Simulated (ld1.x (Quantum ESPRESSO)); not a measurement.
# Building the PAW potential for oxygen (PBE, scalar-relativistic).

| Item | Value |
| --- | --- |
| Element | O (Z = 8) |
| Generator | ld1.x (Quantum ESPRESSO) 7.5 |
| Type | PAW |
| Functional | PBE |
| Relativity | scalar-relativistic |
| Frozen core | [He] |
| Valence charge | 6 |
| Reference configuration | 2s2 2p2 (charge +2) |
| Partial waves | 2s (bound): rcut 0.80, rcutus 1.00 bohr; 2s channel at -3.75 Ry: rcut 0.80, rcutus 1.00 bohr; 2p (bound): rcut 0.80, rcutus 1.05 bohr; 2p channel at -2.05 Ry: rcut 0.80, rcutus 1.05 bohr; 3d channel at 0.05 Ry: rcut 0.90, rcutus 1.10 bohr; 3d channel at 1.3 Ry: rcut 0.90, rcutus 1.10 bohr |
| Local potential | all-electron potential smoothed inside 0.75 bohr (lloc = -1) |
| Core correction | Bessel-smoothed model core inside 0.75 bohr |
| Augmentation charge | BESSEL, radius 0.60 bohr |

All-electron outer shells of the reference configuration (PBE, scalar-relativistic, ld1.x):

| shell | level (eV) | outermost node (bohr) | outermost maximum (bohr) |
| --- | --- | --- | --- |
| 2s | -58.35 | 0.27 | 0.84 |
| 2p | -43.24 | – | 0.75 |

Results:

- Configuration tests: test run stopped at test 3 of 7 (negative rho)
- Lowest eigenvalue of the overlap operator: -2.02 (d channel); it is negative, so in a basis up to 400 Ry S is not positive definite and the file is unfit for use

The ghost test of this file was not conclusive. Its overlap operator is not positive definite in a basis up to 400 Ry (lowest eigenvalue d -2.02), so the file is unfit for use: the generalised eigenproblem breaks down once the basis is large enough, and its test numbers describe a broken file.

Generation and tests took about 0.75 s on one core of a shared server CPU.
